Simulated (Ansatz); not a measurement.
bis(4-fluorophenyl)iodonium (C₁₂H₈F₂I⁺) was relaxed with r2SCAN-D4 (def2-SVP) in Ansatz in these states: charge +1 singlet, neutral doublet. The geometries follow in no particular order.

In the def2 sets I takes a core potential; there is no spin–orbit coupling.

A:

```tsv
atom	x (Å)	y (Å)	z (Å)
F1	-2.5177	0.3102	-4.3426
C2	-2.0846	-0.1828	-3.1967
C3	-0.8781	-0.8887	-3.1790
C4	-0.4156	-1.4137	-1.9728
C5	-1.1879	-1.2008	-0.8273
I6	-0.4887	-1.9878	1.0242
C7	0.7917	-0.4080	1.6565
C8	0.2284	0.6656	2.3534
C9	1.0742	1.6982	2.7566
C10	2.4380	1.6179	2.4569
F11	3.2340	2.5981	2.8431
C12	2.9894	0.5346	1.7660
C13	2.1539	-0.5033	1.3540
C14	-2.3981	-0.5011	-0.8311
C15	-2.8505	0.0164	-2.0448
H16	-0.3179	-1.0240	-4.1075
H17	0.5222	-1.9734	-1.9451
H18	-0.8383	0.7116	2.5871
H19	0.6905	2.5624	3.3052
H20	4.0630	0.5136	1.5606
H21	2.5717	-1.3581	0.8164
H22	-2.9885	-0.3568	0.0768
H23	-3.7907	0.5698	-2.1098
```

B:

Cartesian coordinates in Å:
```
F -3.044 -2.569 2.326
C -2.026 -1.728 2.095
C -1.169 -1.991 1.024
C -0.103 -1.111 0.779
C 0.030 -0.031 1.629
I 3.827 1.162 0.314
C 2.148 1.040 -0.963
C 1.051 1.879 -0.742
C -0.072 1.779 -1.567
C -0.077 0.839 -2.594
F -1.154 0.737 -3.380
C 1.012 0.000 -2.827
C 2.137 0.103 -2.003
C -0.798 0.259 2.695
C -1.865 -0.624 2.934
H -1.346 -2.871 0.399
H 0.581 -1.284 -0.058
H 1.062 2.605 0.074
H -0.948 2.415 -1.413
H 0.971 -0.722 -3.646
H 2.997 -0.549 -2.173
H -0.646 1.131 3.339
H -2.568 -0.470 3.758
```

Question: Judge from the bond lengths which geometry belongs to which state (an estimate).

Answer: A is the charge +1 singlet (C5–I6 2.130 Å, F1–C2 1.320 Å, C5–C14 1.398 Å); B is the neutral doublet (C5–I6 4.192 Å, F1–C2 1.341 Å, C5–C14 1.381 Å).

The neutral doublet has come apart into loosely held pieces.
